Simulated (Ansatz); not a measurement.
`[SiH3][CH2][GaH][Cl]` + `N=C=O` → `O=C=[N][GaH][Cl]` + `C[SiH3]` at 500 K and 1 bar (ligand exchange at a Ga–C bond).

Computed with Ansatz on PBE0-D4/def2-TZVP structures; ΔE is electronic, products minus reactants. CCSD(T)/CBS adds triple-zeta CCSD(T) − MP2 to the extrapolated MP2 energy (def2 sets, frozen cores). This one scheme is used for every species. For Ga outer-core shells are correlated without core-valence functions, which leaves a few kJ/mol of doubt a bond. Scalar relativity is left out up to krypton. One conformer a species, not always the lowest.

| species | CCSD(T)/CBS energy (Eh) | H − E (kJ/mol) | S (J/(mol·K)) |
| --- | --- | --- | --- |
| `[SiH3][CH2][GaH][Cl]` | -2714.51621 | 204.8 | 441.5 |
| `N=C=O` | -168.51995 | 77.7 | 264.2 |
| `O=C=[N][GaH][Cl]` | -2552.32599 | 95.1 | 398.7 |
| `C[SiH3]` | -330.73916 | 189.7 | 296.8 |

H − E and S are ideal-gas, rigid-rotor, harmonic terms from PBE0-D4/def2-TZVP, for one conformer and one mirror image of each species. 1 Eh = 2625.50 kJ/mol, R = 8.31446 J/(mol·K).

Problem. By hand: ΔE, ΔH, ΔS and ΔG.

Solution. ΔE = (-2552.32599) + (-330.73916) − (-2714.51621) − (-168.51995) = -0.02899 Eh = -76.1 kJ/mol. Δ(H − E) = 95.1 + 189.7 − 204.8 − 77.7 = 2.3, so ΔH = -73.8 kJ/mol. ΔS = 398.7 + 296.8 − 441.5 − 264.2 = -10.2 J/(mol·K). ΔG = -73.8 − 500 × (-10.2)/1000 = -68.7 kJ/mol.

Problem. By hand: the equilibrium constant, and the temperature at which ΔG would vanish if ΔH and ΔS stayed fixed.

Solution. log₁₀ K = −ΔG/(RT ln 10) = 7.2. ΔG = 0 at ΔH/ΔS = 7235 K, far beyond where these terms or the molecules hold.

The number of gas molecules stays the same, so ΔS is small and ΔH decides. A doubt of 5 kJ/mol in ΔE shifts log₁₀ K by 0.5 here. Other conformers and mirror images would add mixing entropy, several J/(mol·K) or more a flexible species. Modes under 60 cm⁻¹, often nearly free rotors, make the harmonic entropy too high. These are equilibria of isolated gas molecules and say nothing of rates. Largest T1 diagnostic: 0.018 (customary marks: 0.02 for closed shells, 0.045 for open ones).
